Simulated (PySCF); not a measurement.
**Computed structure and properties of [La(P5)2]+**

System: [La(P5)2]+ (singlet); start: displaced along the imaginary mode (C2). Method: PySCF 2.14.0, RKS PBE, La lcecp-1-SVP with ECP46, P def2-SVP; non-relativistic Hamiltonian with scalar-relativistic core potentials where named; density fitting; no spin-orbit coupling.

Input of the relaxation:

```python
mol = gto.M(atom='''
La    -0.25000     0.00017     0.00001
P      0.09718     1.83164     2.63814
P     -1.63468     0.55199     2.81090
P     -0.95235    -1.49083     2.74619
P      1.20097    -1.47311     2.52974
P      1.84947     0.57991     2.46524
P      0.09719    -1.83182    -2.63795
P     -1.63469    -0.55217    -2.81085
P     -0.95236     1.49069    -2.74635
P      1.20097     1.47298    -2.52991
P      1.84948    -0.58007    -2.46519''',
    basis={'La': 'lcecp-1-SVP', 'P': 'def2-SVP'},
    ecp={'La': 'lcecp-1-SVP'},
    charge=1, spin=0)
mf = dft.RKS(mol, xc='PBE')
mf.grids.atom_grid = (50, 194)  # f atoms: unpruned, at least (60, 302)
mf = mf.density_fit()  # fitting sets: La AutoAux, P def2-universal-JKFIT
mf.conv_tol = 1e-08; mf.max_cycle = 55
mf.kernel(dm0)  # dm0: converged density of the start geometry
# quasi-Newton relaxation in Cartesian coordinates to a largest gradient under 0.00045 Eh/bohr, steps kept in the point group
```

Run from Python with OMP_NUM_THREADS=4; the lines above give its settings. Where DIIS fails, smearing, a level shift and second-order steps follow.
It took 3.2 min on 4 threads of Arm Neoverse V1 (shared host), from the converged density of the start.

Course of the relaxation:

```tsv
step	energy above end (eV)	largest force component within the symmetry (eV/Å)
0	0.2327	0.154
1	0.2230	0.112
2	0.2036	0.187
3	0.1841	0.277
4	0.1221	0.447
5	0.0574	0.476
6	0.0239	0.293
7	0.0100	0.184
8	0.0043	0.099
9	0.0013	0.044
10	0.0005	0.038
11	0.0000	0.016
12	0.0000	0.007
```

Relaxed geometry (C2):

```xyz
11

La   -0.8509    0.0005    0.0000
P     0.1778    1.8290    2.3965
P    -1.4510    0.5654    3.0380
P    -0.8265   -1.4792    2.7885
P     1.1686   -1.4835    1.9837
P     1.7921    0.5702    1.7456
P     0.1777   -1.8292   -2.3956
P    -1.4510   -0.5657   -3.0377
P    -0.8264    1.4789   -2.7892
P     1.1687    1.4834   -1.9845
P     1.7921   -0.5703   -1.7453
```

| contact | Å |
| --- | --- |
| La1–P3 (P5) | 3.148 |
| La1–P8 (P5) | 3.148 |

On the finer grid (75, 302):

```json
{
 "HOMO": "-9.93 eV",
 "LUMO": "-8.64 eV",
 "Dipole about the centre of mass": "2.29 D",
 "Set of Mulliken populations of La1 outside the core potential": "s 2.36, p 6.32, d 1.48, f 0.03",
 "D3(BJ) dispersion energy (not in the energies)": "-1.107 eV"
}
```

```json
{"atom": "La1", "Mulliken (e)": "0.81", "Löwdin (e)": "-0.46", "spin (e)": "0.00"}
{"atom": "P2", "Mulliken (e)": "0.01", "Löwdin (e)": "0.14", "spin (e)": "0.00"}
{"atom": "P3", "Mulliken (e)": "0.01", "Löwdin (e)": "0.14", "spin (e)": "0.00"}
{"atom": "P4", "Mulliken (e)": "0.01", "Löwdin (e)": "0.15", "spin (e)": "0.00"}
{"atom": "P5", "Mulliken (e)": "0.02", "Löwdin (e)": "0.14", "spin (e)": "0.00"}
{"atom": "P6", "Mulliken (e)": "0.04", "Löwdin (e)": "0.15", "spin (e)": "0.00"}
{"atom": "P7", "Mulliken (e)": "0.01", "Löwdin (e)": "0.14", "spin (e)": "0.00"}
{"atom": "P8", "Mulliken (e)": "0.01", "Löwdin (e)": "0.14", "spin (e)": "0.00"}
{"atom": "P9", "Mulliken (e)": "0.01", "Löwdin (e)": "0.15", "spin (e)": "0.00"}
{"atom": "P10", "Mulliken (e)": "0.02", "Löwdin (e)": "0.14", "spin (e)": "0.00"}
{"atom": "P11", "Mulliken (e)": "0.04", "Löwdin (e)": "0.15", "spin (e)": "0.00"}
```

The large-core potential holds the 4f shell empty.

On the grid (50, 194), as all that follows. Harmonic modes: a minimum within the noise of the softest modes; lowest -17 cm⁻¹ (negative: unstable), highest 468 cm⁻¹, zero-point energy 0.455 eV.

Taking off one P5 (charge -1, singlet; the rest: singlet) in vacuum, both parts rigid, costs 11.18 eV; the small basis without counterpoise inflates it. Most of it is the attraction of opposite charges; other ways to part are cheaper, and one spin state was tried for the rest.

Rigid scan of P5 along the line from its metal, all other atoms held (where the atom bridges, its other bond changes as well):

| distance to the ring centre (Å) | energy (eV) |
| --- | --- |
| 2.30 | 0.445 |
| 2.40 | 0.183 |
| 2.50 | 0.042 |
| 2.60 | 0.000 |
| 2.70 | 0.036 |
| 2.80 | 0.134 |
| 3.00 | 0.453 |
| 3.30 | 1.089 |
| 3.70 | 1.964 |

One start shape was tried, so this needn't be the lowest isomer.
